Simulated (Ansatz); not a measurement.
Species: CH₉Si₃, net charge 0, doublet state. It need not be the lowest isomer of its formula. 
Geometry from a B3LYP-D3(BJ)/def2-TZVP (Ansatz, a first-principles code) optimisation:
```xyz
13

C      0.0900     2.1676    -0.4354
Si     0.0311     0.2774    -0.5219
Si     1.9230    -0.7481     0.3796
Si    -1.9932    -0.6185     0.2150
H      1.0073     2.5498    -0.8858
H      0.0575     2.5050     0.6041
H     -0.7590     2.6083    -0.9600
H      2.1113    -0.4271     1.8203
H      3.1408    -0.3020    -0.3432
H      1.7987    -2.2195     0.2439
H     -2.2800    -0.2818     1.6357
H     -1.9554    -2.0953     0.0861
H     -3.1140    -0.0950    -0.6061
```
Charge 0, spin multiplicity 2.

Basis-set convergence of Hartree-Fock and MP2 correlation energies (hartree) with Ansatz. Cores are frozen in the correlated levels unless marked. UHF or UKS for open shells. No spin-orbit coupling. No relativistic terms.

```json
[
 {"basis": "cc-pV(D+d)Z", "functions": "128", "E(HF)": "-909.88688", "E(corr, MP2)": "-0.43645"},
 {"basis": "cc-pV(T+d)Z", "functions": "273", "E(HF)": "-909.93483", "E(corr, MP2)": "-0.53865"},
 {"basis": "cc-pV(Q+d)Z", "functions": "517", "E(HF)": "-909.94695", "E(corr, MP2)": "-0.57597"}
]
```

Extrapolating the two largest sets (X = 3 and 4) as X^-3: E(corr) = (64·(-0.57597) - 27·(-0.53865))/37 = -0.6032 Eh, an estimate of the basis-set limit. The largest set recovers 95.5 % of it, the smallest 72.4 %.
